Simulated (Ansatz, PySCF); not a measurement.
Dimer: H2O (SMILES O) (first 3 atoms) with CH2O (SMILES C=O); geometry from B3LYP-D3(BJ)/def2-TZVP, rigid monomers moved along the line of their centres of mass till H2···O5 is 1.79 Å.
(charge 0, multiplicity 1):
```xyz
7

O      0.27470    -0.11455     0.53960
H     -0.46270    -0.44100     1.07826
H     -0.04262    -0.11150    -0.36776
C     -0.27838    -0.30801     3.40212
O     -1.15731    -0.73211     2.69673
H      0.64182     0.12947     2.97955
H     -0.36089    -0.34117     4.50321
```

Monomers are frozen at their geometry in the pair; levels with a basis set take the counterpoise correction.

Correlated levels freeze the cores. CBS: X⁻³ extrapolation of the correlation energy, Hartree–Fock from the larger set.

The values were computed with Ansatz (a first-principles code) with Gaussian orbitals; PySCF for the dispersion terms. Values without a source in brackets are computed.

PBE/def2-TZVPPD gives -16.3 kJ/mol for the interaction energy.

Question: How do the other levels lie against it? Give each less PBE: PBE-D3(BJ)/def2-TZVPPD, r2SCAN/def2-TZVPPD, B3LYP/def2-TZVPPD, wB97M-V/def2-TZVPPD, MP2/CBS(aug-cc-pVDZ, aug-cc-pVTZ), CCSD(T)/CBS(aug-cc-pVDZ, aug-cc-pVTZ).

Answer: PBE-D3(BJ)/def2-TZVPPD -3.1; r2SCAN/def2-TZVPPD -3.9; B3LYP/def2-TZVPPD 2.0; wB97M-V/def2-TZVPPD -3.1; MP2/CBS(aug-cc-pVDZ, aug-cc-pVTZ) -3.1; CCSD(T)/CBS(aug-cc-pVDZ, aug-cc-pVTZ) -3.2 kJ/mol. 1 of 6 lie above PBE; the widest gap is to r2SCAN/def2-TZVPPD.
